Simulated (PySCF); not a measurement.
NMR data simulated for an unnamed compound:

1H NMR (500 MHz, computed): δ 7.87 (dd, J = 9.8, 4.7 Hz, 2H), 7.23 (dd, J = 9.8, 8.5 Hz, 2H).

13C{1H} NMR (computed): δ 174.3 (C, d, J = 322.2 Hz), 135.3 (CH, dq, J = 6.3, 3.7 Hz), 135.0 (C, q, J = 35.7 Hz), 132.7 (C, q, J = 336.5 Hz), 121.6 (CH, d, J = 19.8 Hz).

Rapidly exchanging positions averaged, a single conformation, isolated molecule, relativity neglected. Shielding tensors at B97-2/pcSseg-2 (GIAO); PBE0-D3(BJ)/def2-SVP structure; J couplings at B3LYP/pcJ-1 (spin–dipole term only in couplings to heteroatoms); PySCF 2.14.0 with density-fitted response routines.

References, each an isolated molecule treated in the same way: 1H and 13C vs TMS.

Problem. Which of these does the molecule contain: a CF3 group, a benzene ring, a three-membered ring, a (CH3)2CH unit, an OH group?

Solution. 
- A CF3 group: yes (δC 132.7).
- A benzene ring: yes.
- A three-membered ring: no.
- A (CH3)2CH unit: no.
- An OH group: no.

The data belong to SMILES FC(c1ccc(F)cc1)(F)F, C₇H₄F₄; they needn't prove each group on their own.

Carbon signals by region: 1 in the far downfield region (above 160 ppm), 4 in the sp2 and nitrile region (100–160 ppm). Above 160 ppm: 174.3, aromatic carbon bearing fluorine.

C–F couplings over four or more bonds (about 3 Hz to the para carbon of a fluoroarene) are left out. Common functionals overestimate the size of one-bond C–F couplings by tens of Hz; these are unscaled. Multiplet labels drop couplings under 1 Hz and merge nearly equal ones. Couplings among chemically equivalent protons are left out too, so labels in AA′BB′ or AA′XX′ sets are apparent multiplicities. Unscaled 3J(H,H) at this level run about 10 % above measured values. Shifts are as computed. Against solution values, carbons near 30 ppm lie about +4 ppm off and those near 130 ppm about +7 ppm (rms about the fit 2.1 ppm; single classes can miss by 10 ppm). Of 1328 compounds with measured shifts, 309 miss one by over three times the rms of a fit or turn the order of signals round; such compounds aren't used in these exercises. Signals without a measured value on file couldn't be tested in this way.
